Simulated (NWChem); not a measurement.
# Basis-set convergence for CH₃Li

```xyz
5

Li     0.9326    -1.2962     0.0000
C     -0.2238     0.3111     0.0000
H     -0.9002     0.3753     0.8859
H     -0.9002     0.3753    -0.8859
H      0.3453     1.2715     0.0000
```
Charge 0, spin multiplicity 1.

Everything below was run with NWChem. The geometry was optimised at PBE/def2-SVP, a minimum by its harmonic frequencies.

Quantity: dipole moment at the level PBE.

The Pople sets run with spherical d functions. The structure started from a generated list of species.

```
basis        functions  dipole moment (D)
-----------  ---------  -----------------
STO-3G              13               3.39
3-21G               24                ___
pcseg-1             38               5.26
def2-SVP            38                ___
6-311G**            54               5.29
def2-SVPD           56               5.52
6-311++G**          65               5.53
aug-cc-pVDZ         73               5.53
aug-cc-pVTZ        161               5.55
cc-pVQZ            200                ___
```

### Question
What belongs in the gaps?

### Answer

- 3-21G, dipole moment (D): 4.40
- def2-SVP, dipole moment (D): 5.23
- cc-pVQZ, dipole moment (D): 5.48
